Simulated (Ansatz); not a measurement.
The cluster La6⁻, relaxed as a doublet with UKS PBE-D4/def2-SVPD in Ansatz, starting from packed atoms. Force threshold 0.02 eV/Å.

In the def2 sets La takes a core potential; there is no spin–orbit coupling. The charge -1 doublet is spin-contaminated (final ⟨S²⟩ up to 1.73, 0.75 for a pure state). The relaxation made no stability test and no search for a lower SCF solution. No other spin state of charge -1 was run. The structure comes from a short search, and lower isomers may exist.

Start:

```xyz
6

La   -1.0078   -3.8673   -0.1194
La   -2.7153   -0.5546   -2.0472
La    2.3096   -2.6466    2.1655
La   -1.7893    3.3075   -0.9222
La    2.6503    3.6511    0.9183
La    0.5526    0.1099    0.0050
```

(1) Estimate the energy that the relaxation releases and the steps that it takes.

(2) Does the start keep its bonding?

(3) Predict the relaxed structure.

Answers

(1) 493.7 kJ/mol, in 30 steps; 15 min on 4 threads of Arm Neoverse V2 on a shared host. No frequencies were taken in this run, so the end may be a saddle point.

(2) Bonds formed: La1–La4, La3–La4, La3–La5 (atoms count from 1). Metal–metal contacts that move far: La4–La5 4.82 to 3.36 Å. The end is the same structure that another start reached.

(3) 
```xyz
6

La   -1.146   -2.297    0.290
La   -2.465   -0.287   -2.100
La    1.501   -0.726    1.975
La   -1.086    1.209    0.582
La    2.048    2.399    0.780
La    1.148   -0.298   -1.527
```
Bond lengths (bridged metal pairs left out): 12 × La–La 3.36 to 3.66 Å.
